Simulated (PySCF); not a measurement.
# Fractional electron number in Se⁻ (selenium, charge -1)

The 4p beta orbital of [Ar] 3d10 4s2 4p5 is emptied in steps (occupation f), with all orbitals relaxed, ending at [Ar] 3d10 4s2 4p4. Computed with PySCF 2.14 in aug-cc-pVTZ-PP with ECP10MDF (6s5p4d2f, 55 functions), with scalar relativity through the core potential. The exact energy is a straight line in f; departures are measured from the line between the end points of the same method.

| f | LDA (eV) | PBE (eV) | PBE0 (eV) | r2SCAN (eV) | LC-wPBE (eV) | BHandHLYP (eV) | HSE06 (eV) | TPSS (eV) |
| --- | --- | --- | --- | --- | --- | --- | --- | --- |
| 1 | 0.000 | 0.000 | 0.000 | 0.000 | 0.000 | 0.000 | 0.000 | 0.000 |
| 0.9 | -0.292 | -0.280 | -0.189 | -0.262 | 0.035 | -0.104 | -0.226 | -0.275 |
| 0.7 | -0.696 | -0.663 | -0.447 | -0.615 | 0.076 | -0.252 | -0.535 | -0.651 |
| 0.5 | -0.843 | -0.801 | -0.538 | -0.731 | 0.085 | -0.311 | -0.645 | -0.784 |
| 0.3 | -0.718 | -0.680 | -0.456 | -0.609 | 0.070 | -0.269 | -0.547 | -0.664 |
| 0.1 | -0.312 | -0.294 | -0.197 | -0.258 | 0.029 | -0.119 | -0.236 | -0.287 |
| 0 | 0.000 | 0.000 | 0.000 | 0.000 | 0.000 | 0.000 | 0.000 | 0.000 |

For r2SCAN, how does the orbital energy at f = 1 compare with the removal energy?

−ε = -0.849 eV against a total-energy difference of 2.052 eV. By Janak's theorem ε = ∂E/∂f, so the gap between them reflects the curvature. Along the path −ε is -0.291 (f = 0.9), 0.874 (f = 0.7), 2.070 (f = 0.5), 3.244 (f = 0.3), 4.361 (f = 0.1) eV.

```
   method  E(f=0) − E(f=1) (eV)  −ε at f=1 (eV)  −ε at f=0.5 (eV)
      LDA                 2.330          -0.883             2.261
      PBE                 2.078          -1.002             2.030
     PBE0                 2.003          -0.074             1.976
   r2SCAN                 2.052          -0.849             2.070
  LC-wPBE                 1.964           2.365             1.945
BHandHLYP                 1.924           0.795             1.874
    HSE06                 2.037          -0.454             2.000
     TPSS                 2.051          -0.981             2.013
```

At f = 1 the orbital energy is positive for LDA, PBE, PBE0, r2SCAN, HSE06, TPSS: only the finite basis holds the electron.

Reference removal energy between the ground levels: 2.021 eV (measured; photodetachment measurements, as compiled on the Wikipedia data page of electron affinities). The calculation has no spin-orbit coupling.
